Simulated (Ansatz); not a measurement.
A run for Ansatz (an electronic-structure program): R-RI-MP2/def2-QZVPP on CH6SiTe (SMILES C[Te][SiH3]), a point of a torsion scan. Elements past Kr take the def2 small-core potentials; no spin–orbit coupling. Files ending in .json are basis or fitting sets from the Basis Set Exchange. The run froze 15 orbitals, filled d shells among them.

Ansatz 0.2 input:
```yaml
crystal:
  periodic: [false, false, false]
  atoms:
    - {symbol: C, position_ang: [1.71029536, -0.13799257, 0.16822370]}
    - {symbol: Te, position_ang: [0.42230551, 0.80684726, -1.28836274]}
    - {symbol: Si, position_ang: [-1.67323950, 0.15432639, -0.10411532]}
    - {symbol: H, position_ang: [1.50989842, -1.19936906, 0.21877628]}
    - {symbol: H, position_ang: [2.73534057, 0.01363499, -0.13806331]}
    - {symbol: H, position_ang: [1.56453796, 0.30256491, 1.14487245]}
    - {symbol: H, position_ang: [-1.31368540, -0.59643256, 1.09293848]}
    - {symbol: H, position_ang: [-2.51773953, -0.67649302, -0.95843240]}
    - {symbol: H, position_ang: [-2.44355219, 1.33419373, 0.28039281]}
basis:
  gaussian:
    orbitals: def2-QZVPP.json
    fitting: {mean_field: def2-universal-JKFIT, correlation: def2-QZVPP-RIFIT.json}
magnetization: {spin_polarized: false}
correlation: {method: mp2, electrons: outside_noble_gas}
scf: {lower_state_search: off}
```

Q: Predict the final total energy.

A: -597.8239 hartree.
